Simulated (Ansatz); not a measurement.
Consider the formal exchange of groups at a Ga–C bond: `[BH2][GaH][CH3]` + `C[SiH3]` → `[BH2][GaH][SiH2]C` + CH₄.

Computed with Ansatz on PBE0-D4/def2-TZVP structures; ΔE is electronic, products minus reactants. CCSD(T)/CBS is the MP2 limit (def2-TZVPP, def2-QZVPP) plus CCSD(T) − MP2 in def2-TZVPP, frozen cores. This one scheme is used for every species. Functionals use def2-TZVPP. For Ga outer-core shells are correlated without core-valence functions, which leaves a few kJ/mol of doubt a bond. Scalar relativity is left out up to krypton. Each species was taken in one conformer, which may not be the lowest.

`[BH2][GaH][CH3]`:

Z-matrix (Å, degrees):
```
C
Ga 1 1.976
H 1 1.090 2 113.6
H 1 1.094 2 109.1 3 121.3
H 1 1.093 2 109.6 3 -122.0
B 2 2.069 1 125.0 3 -3.3
H 2 1.583 1 115.1 3 176.9
H 6 1.199 2 122.4 1 -90.0
H 6 1.199 2 122.3 1 90.4
```

`C[SiH3]`:

```xyz
8

C     0.294   -0.728    0.598
Si   -0.263    0.652   -0.535
H     0.529   -0.342    1.593
H     1.187   -1.218    0.204
H    -0.489   -1.483    0.703
H    -1.478    1.319    0.005
H    -0.585    0.123   -1.889
H     0.806    1.678   -0.679
```

`[BH2][GaH][SiH2]C`:

```xyz
12

B     0.559   -2.520    1.752
Ga   -0.150   -0.656    1.239
Si   -0.042    0.221   -1.019
C    -0.274    2.084   -1.134
H    -0.117   -3.506    1.668
H     1.688   -2.690    2.118
H    -0.830    0.283    2.313
H     1.247   -0.161   -1.670
H    -1.117   -0.461   -1.804
H    -0.258    2.416   -2.174
H    -1.228    2.380   -0.692
H     0.521    2.608   -0.597
```

CH₄:

Z-matrix (Å, degrees):
```
C
H 1 1.090
H 1 1.090 2 109.5
H 1 1.090 2 109.5 3 -120.0
H 1 1.090 2 109.5 3 120.0
```

```csv
level,ΔE (kJ/mol),difference from CCSD(T)/CBS
BLYP-D4,-40.1,-7.9
r2SCAN0-D4,-37.9,-5.7
BHLYP-D4,-35.2,-3.0
PBE-QIDH,-33.9,-1.7
r2SCAN,-38.8,-6.6
r2SCAN0,-36.9,-4.7
BHLYP,-30.0,2.2
RPA@PBE/def2-TZVPP,-28.6,3.6
SCS-MP2/def2-TZVPP,-25.5,6.7
CCSD/def2-TZVPP,-30.0,2.2
CCSD(T)/CBS,-32.2,0
```

Largest T1 diagnostic among the species: 0.013.

In def2-TZVPP, CCSD(T) changes the Hartree–Fock value by −7.8 kJ/mol (the triples alone add −1.4 kJ/mol) and MP2 by −3.6 kJ/mol. From PBE to PBE0 (25 % exact exchange), in def2-TZVPP and without D4, ΔE moves by +3.6 kJ/mol. Leaving LDA and LC-ωPBE aside and taking each functional with its dispersion term where it has one, the values, not all of them listed here, spread over 15.0 kJ/mol, from PBE-D4 to ωB97M-V.
